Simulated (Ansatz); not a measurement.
Reaction (ligand exchange at a Ge–O bond): `[OH][Ge]([OH])([F])[Cl]` + CH₃OH → `C[O][Ge]([OH])([F])[Cl]` + H₂O

Program: Ansatz. Geometries: PBE0-D4/def2-TZVP. ΔE: electronic, gas phase. CCSD(T)/CBS adds triple-zeta CCSD(T) − MP2 to the extrapolated MP2 energy (def2 sets, frozen cores). This one scheme is used for every species. DFT in def2-TZVPP. B3LYP here is the variant with VWN-RPA as its local correlation; programs differ in this. For Ge outer-core shells are correlated without core-valence functions, which leaves a few kJ/mol of doubt a bond. Scalar relativity is left out up to krypton. Each species was taken in one conformer, which may not be the lowest.

Question: Is it downhill or uphill in electronic energy at CCSD(T)/CBS, and by how much? (Estimate.)

Answer: The calculation gave: Downhill: ΔE = -1.5 kcal/mol.

Question: What do these levels give: PBE-D4, r2SCAN-D4, B3LYP, MP2/def2-QZVPP, HF/CBS(def2), CCSD/CBS(def2)? (An estimate is asked.)

Answer: The calculation gave: PBE-D4 -0.3, r2SCAN-D4 -0.3, B3LYP 0.7, MP2/def2-QZVPP -1.6, HF/CBS(def2) 0.7, CCSD/CBS(def2) -1.1 kcal/mol.

Largest T1 diagnostic among the species: 0.012.

The D4 term adds −1.5 kcal/mol with B3LYP and −0.9 kcal/mol with PBE0; it sums over pairs of atoms, weighted by their polarisabilities, and B3LYP, whose exchange is more repulsive, gets the larger term. In def2-TZVPP, CCSD(T) changes the Hartree–Fock value by −1.8 kcal/mol (the triples alone add −0.3 kcal/mol) and MP2 by −2.1 kcal/mol.
